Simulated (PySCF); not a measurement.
Species: C9H14.
Atom-mapped SMILES: `[CH3:1][CH2:2][CH2:3][C:4]1=[CH:5][CH:6]=[CH:7][CH2:8][CH2:9]1` (hydrogens: H10, H11, H12 on C1; H13, H14 on C2; H15, H16 on C3; H17 on C5; H18 on C6; H19 on C7; H20, H21 on C8; H22, H23 on C9)

Computed with PBE0-D3(BJ)/def2-SVP geometry optimisation, gas phase in PySCF.

Task: What internal coordinates does the optimisation give?

Result: 
| bond | length (Å) |
| --- | --- |
| C1–C2 | 1.520 |
| C2–C3 | 1.534 |
| C3–C4 | 1.498 |
| C4=C5 | 1.349 |
| C5–C6 | 1.460 |
| C6=C7 | 1.344 |
| C7–C8 | 1.501 |
| C8–C9 | 1.525 |
| C4–C9 | 1.509 |
| C1–H10, C1–H11, C1–H12 | 1.101 |
| C2–H13, C2–H14 | 1.104 |
| C3–H15, C3–H16 | 1.104 |
| C5–H17 | 1.094 |
| C6–H18 | 1.094 |
| C7–H19 | 1.094 |
| C8–H20, C8–H21 | 1.105 |
| C9–H22, C9–H23 | 1.105 |

Bonds in one row agree within 0.01 Å and their mean is given. A selection of angles:
| angle | degrees |
| --- | --- |
| C1–C2–C3 | 113.5 |
| C2–C3–C4 | 114.1 |
| C3–C4–C5 | 123.3 |
| C3–C4–C9 | 118.3 |
| C5–C4–C9 | 118.3 |
| C4–C5–C6 | 121.3 |
| C5–C6–C7 | 120.8 |
| C6–C7–C8 | 119.7 |
| C7–C8–C9 | 111.6 |
| C4–C9–C8 | 112.6 |

Dihedral angles: C1–C2–C3–C4 64° (synclinal); C2–C3–C4–C5 -112° (anticlinal); C3–C4–C5–C6 -178° (antiperiplanar); C4–C5–C6–C7 -15° (synperiplanar); C5–C6–C7–C8 -1° (synperiplanar); C6–C7–C8–C9 31° (synclinal); C7–C8–C9–C4 -45° (synclinal); C3–C4–C9–C8 -152° (antiperiplanar). The mirror-image conformer, all signs reversed, is as good.

The 9 C–C bonds span 1.344 Å (C6=C7, drawn double) to 1.534 Å (C2–C3, drawn single), a spread of 0.190 Å. Of the pairs four or more bonds apart, H13···H23 is among the closest relative to their van der Waals radii: 2.27 Å, 95 % of the sum of Bondi's values. The 6-membered ring C4–C5–C6–C7–C8–C9 has internal angles of 111.6° to 121.3°; it is puckered, 0.16 Å rms from its mean plane, widest ring torsion 45°.

Point group: C1 (no symmetry element, even within 0.4 Å). No frequency check. The numbers are those of one conformer.

Rough CPU time on one thread of a shared machine: about 4 min. That covers the optimisation of the geometry.
